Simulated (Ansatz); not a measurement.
Reaction (cleavage of the Si–B bond): `BOB[SiH2][AlH2]` + NH₃ → `N[SiH2][AlH2]` + `BOB`

Program: Ansatz. Geometries: PBE0-D4/def2-TZVP. ΔE: electronic, gas phase. CBS: MP2 limit from def2 TZ/QZ plus the TZ coupled-cluster correction, frozen cores. This one scheme is used for every species. Each species was taken in one conformer, which may not be the lowest.

| species | CCSD(T)/def2-TZVPP energy (Eh) |
| --- | --- |
| `BOB[SiH2][AlH2]` | -659.98637 |
| NH₃ | -56.47595 |
| `N[SiH2][AlH2]` | -589.32460 |
| `BOB` | -127.15338 |

Question: Work out ΔE.

Answer: ΔE = (-589.32460) + (-127.15338) − (-659.98637) − (-56.47595) = -0.01566 Eh = -41.1 kJ/mol. CCSD(T)/CBS gives -40.8 kJ/mol.

Question: What do rigid-rotor, harmonic-oscillator terms from PBE0-D4/def2-TZVP frequencies (298.15 K, 1 bar) make of the CCSD(T)/CBS value? (An estimate is asked.)

Answer: The calculation gave: ΔZPE = -1.9 kJ/mol, ΔH = -46.0 kJ/mol, ΔS = -8 J/(mol·K), ΔG = -43.7 kJ/mol. Modes under 50 cm⁻¹ make the entropy rough.

Largest T1 diagnostic among the species: 0.017.

In def2-TZVPP, CCSD(T) changes the Hartree–Fock value by +30.8 kJ/mol (the triples alone add +5.1 kJ/mol) and MP2 by +22.2 kJ/mol. From PBE to PBE0 (25 % exact exchange), in def2-TZVPP and without D4, ΔE moves by −14.7 kJ/mol. Leaving LDA and LC-ωPBE aside and taking each functional with its dispersion term where it has one, the values, not all of them listed here, spread over 39.5 kJ/mol, from BHLYP-D4 to PBE-D4. LDA lies +4.5 kJ/mol from PBE without D4.
